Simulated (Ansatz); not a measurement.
Reaction (cleavage of the Ge–Ge bond): `[OH][GeH]([F])[GeH3]` + `O[SiH](O)O` → `O[SiH](O)[O][GeH3]` + `[OH][GeH2][F]`

Computed with Ansatz on PBE0-D4/def2-TZVP structures; ΔE is electronic, products minus reactants. CBS: MP2 limit from def2 TZ/QZ plus the TZ coupled-cluster correction, frozen cores. DFT in def2-TZVPP. B3LYP here is the variant with VWN-RPA as its local correlation; programs differ in this. For Ge outer-core shells are correlated without core-valence functions, which leaves a few kJ/mol of doubt a bond. Scalar relativity is left out up to krypton. One conformer a species, not always the lowest.

Task: Is it downhill or uphill in electronic energy at CCSD(T)/CBS, and by how much? (Estimate.)

Result: Ansatz gave: Downhill: ΔE = -7.3 kJ/mol.

Task: What do these levels give: PBE0-D4, ωB97X-V, PBE0, B3LYP, HF/def2-TZVPP, MP2/def2-TZVPP, SCS-MP2/def2-TZVPP, CCSD(T)/def2-TZVPP, HF/def2-QZVPP, MP2/def2-QZVPP, MP2/CBS(def2), CCSD/CBS(def2)? (An estimate is asked.)

Result: Ansatz gave: PBE0-D4 2.6, ωB97X-V -11.3, PBE0 3.6, B3LYP -4.2, HF/def2-TZVPP -31.6, MP2/def2-TZVPP -14.2, SCS-MP2/def2-TZVPP -20.7, CCSD(T)/def2-TZVPP -12.4, HF/def2-QZVPP -33.4, MP2/def2-QZVPP -11.9, MP2/CBS(def2) -9.1, CCSD/CBS(def2) -8.4 kJ/mol.

Largest T1 diagnostic among the species: 0.012.

In def2-TZVPP, CCSD(T) changes the Hartree–Fock value by +19.2 kJ/mol (the triples alone add +1.1 kJ/mol) and MP2 by +17.4 kJ/mol. From PBE to PBE0 (25 % exact exchange), in def2-TZVPP and without D4, ΔE moves by −5.6 kJ/mol.
